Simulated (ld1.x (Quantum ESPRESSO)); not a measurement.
# S, TM: configuration errors across variants

```json
{
  "Element": "sulfur (S)",
  "Generator": "ld1.x (Quantum ESPRESSO) 7.5",
  "Type": "norm-conserving Troullier–Martins (Kleinman–Bylander form)",
  "Functional": "BP86",
  "Relativity": "fully relativistic",
  "Frozen core": "[Ne]",
  "Valence charge": "6",
  "Reference configuration": "3s1 3p5",
  "Partial waves": "3p (bound): rc 1.60 bohr; 3s (bound): rc 1.00 bohr",
  "Local potential": "the s channel",
  "Core correction": "none"
}
```

Open shells are filled in proportion to 2j + 1 (rel_dist='average').

All-electron excitation energies from the reference (eV): (1) 3s2 3p4 -10.316; (2) 3s2 3p3 1.545; (3) 3s2 3p2 23.921; (4) 3s2 3p3.5 -5.609; (5) 3s2 3p1 58.068; (6) 3s0 3p6 10.437; (7) 3s2 3p0 104.995.

3 further variants failed, have other tests or another functional or relativity, and are left out.

Errors AE − PS in meV (a dash: test not solved or not reliable):

| change | (1) | (2) | (3) | (4) | (5) | (6) | (7) | bound ghosts |
| --- | --- | --- | --- | --- | --- | --- | --- | --- |
| base | +32 | +50 | +110 | +38 | +260 | +77 | +591 | none |
| all radii scaled by about 1.36 (s 1.36, p 2.18 bohr) | +4.6 | +4.3 | +16 | +3.7 | +56 | +4.4 | +151 | none |
| wave 3p (bound): rc 1.60 bohr becomes 3p (bound): rc 1.00 bohr | +12 | +19 | +53 | +13 | +139 | +14 | +305 | none |

(1) Give the same row for: wave 3s (bound): rc 1.00 bohr becomes 3s (bound): rc 0.94 bohr.

## Answers

(1) +48, +74, +160, +57, +375, +141, +851; bound ghosts: none.
